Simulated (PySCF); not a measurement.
C3H9B, SMILES CB(C)C (connectivity only; charge and spin as stated), charge +1, multiplicity 2. Coordinates come from a PBE0-D3(BJ)/def2-SVP optimisation. The multiplicity is an assumed one; no other spin state was optimised. The isomer is the one that the SMILES or the coordinates give; other isomers of the formula were not compared.

Calculation: PBE0-D3(BJ)/def2-SVP in PySCF.

Harmonic wavenumbers (cm⁻¹): 86, 141, 154, 257, 336, 350, 532, 572, 602, 631, 721, 812, 841, 867, 1105, 1178, 1242, 1267, 1302, 1364, 1369, 1393, 1410, 1425, 2989, 2994, 3033, 3118, 3122, 3126, 3161, 3233, 3240. Rotational constants (GHz): 8.515, 6.410, 3.945; symmetry number 1.

Task: Work out the zero-point energy and the ideal-gas rigid-rotor harmonic-oscillator thermochemistry at 298.15 K and 1 atm.

Result: ZPE = ½ Σ hcν = ½ × 47971 cm⁻¹ = 286.93 kJ/mol. H − E(el) = 308.35 kJ/mol. Entropy in J/(mol K): translation 158.93, rotation 103.83, vibration 68.17, spin 5.76, total 336.70. G − E(el) = 207.97 kJ/mol. Cp = 112.98 J/(mol K). Modes under 150 cm⁻¹ make the vibrational entropy uncertain.
